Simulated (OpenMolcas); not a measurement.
Ag4+ among 6 point charges of -1 e arranged as a tetragonal octahedron (D4h). The axial distance is 0.94 times the equatorial one, R.

```
Program             : OpenMolcas
Method              : CASSCF
Basis               : ANO-RCC-VDZP [6s5p3d1f]
Scalar Hamiltonian  : DKH2, point nucleus
Active space        : 7 electrons in 5 orbitals (4d)
State averaging     : 2S+1 = 4 even, 10 roots; 2S+1 = 2 even, 40 roots
Spin-orbit coupling : RASSI with atomic mean-field integrals over the reference wave functions
```

All point charges move together. At R = 2.07 Å the first state of the same spin is 408.5 cm-1, and at R = 2.21 Å it is 332.6 cm-1.

**Question.** A third run gives 533.4 cm-1. What distance was it run at?

**Answer.** With a power law R^-n the two known points give n = -ln(332.6 / 408.5) / ln(2.21 / 2.07) = 3.14. Then R = 2.07 × (408.5 / 533.4)^(1/3.14) = 1.901 Å. The run was at 1.91 Å, so the estimate is off by -0.009 Å.

An orbital doublet at a regular site is open to a Jahn-Teller distortion, which this geometry leaves out. Without dynamic correlation the repulsion within the d shell is too large (B by tens of per cent), so at a given field states of lower spin stand too high. Point charges give a weaker field than real ligands, and real ions of this kind are as a rule low spin; the high spin found here belongs to the model. The ground term spreads over less than 5000 cm-1, several times less than with real ligands, so orbital moments are less quenched and χT lies further from the spin-only value than at real sites (holds for R = 2.21). This is an electrostatic model: the charges have no orbitals. No measured value stands beside these numbers.
